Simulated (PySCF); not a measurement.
SMILES C#CC[SiH2]S, singlet, GFN2-xTB optimised geometry.

```
11

C      2.36    -1.11     0.00
C      1.16    -1.13     0.00
C     -0.28    -1.13     0.00
Si    -0.97     0.64     0.00
S     -3.11     0.39     0.02
H      3.41    -1.11     0.00
H     -0.64    -1.68     0.88
H     -0.64    -1.68    -0.88
H     -0.62     1.37    -1.22
H     -0.59     1.38     1.20
H     -3.41     1.68     0.03
```

Density from PySCF with CAM-B3LYP/def2-TZVP at that geometry.

Minimum of the electron density along straight lines between bonded atoms, close to the bond critical point (lines longer than 1.1 times the sum of covalent radii, or with two minima, are not listed):

```
bond     length / Å  ρ at the minimum / e bohr⁻³  ∇²ρ there / e bohr⁻⁵  position (fraction from the first atom)
-------  ----------  ---------------------------  --------------------  ---------------------------------------
C1–C2         1.197                        0.423                 -1.22                                     0.48
C2–C3         1.441                        0.279                 -0.78                                     0.54
C3–Si4        1.902                        0.118                  0.13                                     0.61
Si4–S5        2.157                        0.097                  0.08                                     0.36
C1–H6         1.048                        0.300                 -1.15                                     0.66
C3–H7         1.093                        0.274                 -0.93                                     0.65
C3–H8         1.093                        0.274                 -0.93                                     0.65
Si4–H9        1.460                        0.129                  0.16                                     0.49
Si4–H10       1.460                        0.129                  0.17                                     0.49
S5–H11        1.322                        0.222                 -0.67                                     0.63
```
